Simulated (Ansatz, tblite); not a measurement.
Isomers of Hg2F3 (doublet), found by a short tight-binding search and relaxed with PBE0-D4/def2-SVP in Ansatz.

In the def2 sets Hg takes a core potential; there is no spin–orbit coupling. The xTB rows come from tblite. B3LYP takes the VWN-RPA correlation. Correlated methods freeze 3 core orbitals; core or outer-core shells of Hg are correlated, in sets that lack core-valence functions. In CCSD on the charge 0 doublet the largest single amplitude is 0.21, so its Hartree–Fock determinant may place the open shell otherwise than the density functionals do.

Other spin states weren't relaxed.

A:

```xyz
5

Hg   -0.162    0.097   -0.114
Hg    2.065   -1.131    1.355
F     1.164    1.031   -1.177
F    -1.290   -0.940    1.077
F    -1.778    0.943   -1.140
```

B:

Cartesian coordinates in Å:
```
Hg -0.1869 -1.4816 -2.0328
Hg 0.4102 0.5634 0.8902
F -0.4174 1.7428 2.1744
F 1.4507 -0.6175 -0.3227
F -1.2566 -0.2071 -0.7092
```

Problem. Estimate their order by electronic energy at PBE0-D4/def2-TZVP, counted from the lowest.

Solution. B (0.0) < A (127.2), in kJ/mol.

Problem. Do the other levels pick the same lowest one?

Solution. Not GFN1-xTB, GFN2-xTB. Energies above each level's lowest (kJ/mol):

```json
{"level": "GFN1-xTB", "A": "0.0", "B": "6.1"}
{"level": "GFN2-xTB", "A": "0.0", "B": "35.0"}
{"level": "HF/def2-SVP", "A": "223.3", "B": "0.0"}
{"level": "HF/def2-TZVP", "A": "217.7", "B": "0.0"}
{"level": "LDA (SPW92)/def2-TZVP", "A": "97.6", "B": "0.0"}
{"level": "PBE-D4/def2-SVP", "A": "106.0", "B": "0.0"}
{"level": "PBE-D4/def2-TZVP", "A": "92.0", "B": "0.0"}
{"level": "r2SCAN-D4/def2-TZVP", "A": "111.2", "B": "0.0"}
{"level": "B97M-V/def2-TZVP", "A": "116.8", "B": "0.0"}
{"level": "B3LYP-D4/def2-TZVP", "A": "118.3", "B": "0.0"}
{"level": "PBE0-D4/def2-SVP", "A": "137.8", "B": "0.0"}
{"level": "PBE0-D4/def2-TZVP", "A": "127.2", "B": "0.0"}
{"level": "MP2/def2-SVP", "A": "175.9", "B": "0.0"}
{"level": "MP2/def2-TZVP", "A": "186.7", "B": "0.0"}
{"level": "CCSD/def2-SVP", "A": "172.8", "B": "0.0"}
{"level": "CCSD(T)/def2-SVP", "A": "165.6", "B": "0.0"}
```
Point groups (tolerance 0.1 Å): A not assigned, B Cs. Lower isomers may exist. From def2-SVP to def2-TZVP the PBE0 values move by up to 10.6 kJ/mol, so results in the small set are rough.
